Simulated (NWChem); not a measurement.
System meant: CdNH₂I; SMILES [NH2][Cd][I]

The following NWChem deck was run.

```
start job
memory heap 200 mb stack 900 mb global 1100 mb
geometry units angstroms noautoz
  Cd     0.393532    -0.929029     0.001147
  I     -0.307510     1.567562     0.003692
  N      1.096554    -2.816813     0.001412
  H      0.820597    -3.338034    -0.830790
  H      0.762544    -3.359678     0.797723
end
basis spherical
  * library def2-svp
end
ecp
  Cd library def2-ecp
  I library def2-ecp
end
dft
  xc xpbe96 cpbe96
  iterations 4
  mulliken
end
task dft energy
```

End of the output:

```
    Atom       Charge   Shell Charges
 -----------   ------   -------------------------------------------------------
    1 Cd  20    19.83   0.01  1.03  0.93  0.64  0.33  5.65  0.71  0.46  8.64  1.45  0.00
    2 I   25    25.05   1.25  0.73  1.06  0.77  2.77  3.18  2.50  2.76  9.47  0.55
    3 N    7     7.25   1.97  0.76  0.49  2.17  1.84  0.03
    4 H    1     0.94   0.60  0.21  0.13
    5 H    1     0.94   0.60  0.21  0.13

 center of mass
 --------------
 x =   0.00009679 y =  -0.14240178 z =   0.00375959

 moments of inertia (a.u.)
 ------------------
        2074.805494017655           0.000000000000          -0.000000000000
           0.000000000000           6.471552414002          -0.000000000000
          -0.000000000000          -0.000000000000        2077.893962649412

     Multipole analysis of the density
     ---------------------------------

     L   x y z        total         alpha         beta         nuclear
     -   - - -        -----         -----         ----         -------
     0   0 0 0      0.000000    -27.000000    -27.000000     54.000000

     1   1 0 0      0.003159      0.016790      0.016790     -0.030420
     1   0 1 0      0.794863    -11.204118    -11.204118     23.203099
     1   0 0 1     -0.432938     -0.407778     -0.407778      0.382618

     2   2 0 0    -38.779264    -21.760828    -21.760828      4.742392
     2   1 1 0      0.022133      0.105969      0.105969     -0.189804
     2   1 0 1      0.015611     -0.000044     -0.000044      0.015699
     2   0 2 0    -39.821052   -327.009200   -327.009200    614.197348
     2   0 1 1     -3.390444     -1.728053     -1.728053      0.065662
     2   0 0 2    -41.144300    -21.144742    -21.144742      1.145185

 ------------------------------------------------------------------------
 dft energy failed                                                                                  0
 ------------------------------------------------------------------------
 ------------------------------------------------------------------------
  current input line :
    22: task dft energy
 ------------------------------------------------------------------------
 ------------------------------------------------------------------------
 This type of error is most commonly associated with calculations not reaching convergence criteria
 ------------------------------------------------------------------------
 For more information see the NWChem manual at https://nwchemgit.github.io

0:dft energy failed:Received an Error in Communication
```

Problem. Can this run be used? If not, why, and what is the fix?

Solution. The run did not converge; its last values are not results. Cause: the SCF was allowed too few iterations. This input runs:
```
start job
memory heap 200 mb stack 900 mb global 1100 mb
geometry units angstroms noautoz
  Cd     0.393532    -0.929029     0.001147
  I     -0.307510     1.567562     0.003692
  N      1.096554    -2.816813     0.001412
  H      0.820597    -3.338034    -0.830790
  H      0.762544    -3.359678     0.797723
end
basis spherical
  * library def2-svp
end
ecp
  Cd library def2-ecp
  I library def2-ecp
end
dft
  xc xpbe96 cpbe96
  iterations 150
  mulliken
end
task dft energy
```
It converges to -521.30932 Ha (PBE/def2-SVP with def2 effective core potentials on Cd, I).
